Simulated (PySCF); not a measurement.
C5H6O2, SMILES C1=COC=COC1.

Geometry optimised at B3LYP-D3(BJ)/def2-SVP. One conformer was computed; it need not be the lowest.

Vertical ionisation energy (IE) and electron affinity (EA) in eV. Rows of orbital energies are one-electron estimates. Where ΔSCF, EOM or ADC give a negative EA the extra electron is unbound and the value depends on the basis.

```
level                                           IE    EA
--------------------------------------------  ----  ----
−ε(HOMO), −ε(LUMO), M06-2X/def2-TZVP (PySCF)     …     …
−ε(HOMO), −ε(LUMO), PBE/def2-TZVP (PySCF)     4.95  0.91
```

Problem. Fill in the missing entries. (Estimate from the structure and the level; the computed values follow.)

Solution. 
- −ε(HOMO), −ε(LUMO), M06-2X/def2-TZVP (PySCF), IE: 7.34
- −ε(HOMO), −ε(LUMO), M06-2X/def2-TZVP (PySCF), EA: -0.92
